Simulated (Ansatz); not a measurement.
`C[SiH2]SCF`, relaxed with RKS PBE0-D4/def2-TZVP in the Gaussian-basis code of Ansatz from a PBE-D4/def2-SVP geometry. The force threshold is 0.005 eV/Å; the program also tests the step.

Total charge 0; spin multiplicity 1.

Start:

```xyz
12

C    -0.153    1.473    1.088
Si   -0.807    0.725   -0.510
S    -1.042   -1.435   -0.367
C     0.721   -1.902   -0.511
F     1.503   -1.400    0.512
H    -0.027    2.571    0.991
H     0.824    1.014    1.331
H    -0.852    1.267    1.923
H    -2.180    1.237   -0.845
H     0.135    1.001   -1.655
H     1.134   -1.538   -1.477
H     0.745   -3.012   -0.480
```

```csv
step,energy (eV),largest force (eV/Å),largest move (Å)
1,-23609.2796,0.663,0.000
2,-23609.3311,0.264,0.080
3,-23609.3392,0.081,0.051
4,-23609.3404,0.063,0.047
5,-23609.3413,0.018,0.029
6,-23609.3415,0.027,0.031
7,-23609.3416,0.025,0.014
8,-23609.3418,0.017,0.028
9,-23609.3419,0.015,0.016
10,-23609.3420,0.007,0.009
11,-23609.3420,0.004,0.002
```

End:

```xyz
12

C    -0.132    1.476    1.044
Si   -0.818    0.709   -0.508
S    -1.021   -1.423   -0.372
C     0.712   -1.892   -0.487
F     1.419   -1.608    0.660
H    -0.050    2.561    0.932
H     0.858    1.071    1.262
H    -0.782    1.262    1.895
H    -2.193    1.194   -0.794
H     0.071    0.997   -1.668
H     1.197   -1.374   -1.317
H     0.738   -2.972   -0.647
```

Hardware: 4 threads of an Arm Neoverse V2 on a shared host. Wall time 38 s, peak host memory 0.59 GiB.
